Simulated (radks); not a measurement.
These are the eigenvalues of the occupied orbitals of an atom or ion with whole-number occupations (hartree). Method: scalar-relativistic Kohn-Sham, LDA (Slater exchange, VWN5 correlation), spin-polarised, spherical densities, finite nucleus; Fermi nuclear charge, rms radius of each element as measured or else 0.836 A^(1/3) + 0.57 fm; computed with a radial shooting solver on a logarithmic mesh with Libxc functionals.

| orbital | eigenvalue |
|---|---|
| 1s up | -1289.366 |
| 1s down | -1289.182 |
| 2s up | -262.8988 |
| 2s down | -262.7378 |
| 2p up | -244.5323 |
| 2p down | -244.3363 |
| 3s up | -100.8650 |
| 3s down | -100.3978 |
| 3p up | -95.10294 |
| 3p down | -94.62972 |

Which element is it, and in what charge state? The configuration may be excited. Open shells, if any, are filled with parallel spins first.

Answer. Z = 53, iodine, charge +37: I37+ in [Ne] 3s2 3p4. The list shows which subshells hold electrons but not how many an open one holds; the 1s level, -1289.4 hartree, gives Z - s = 50.8 by -(Z - s)^2/2, which with screening and relativity narrows Z to a few neighbours, and the depths of the outer levels then fix element, charge and occupations together.
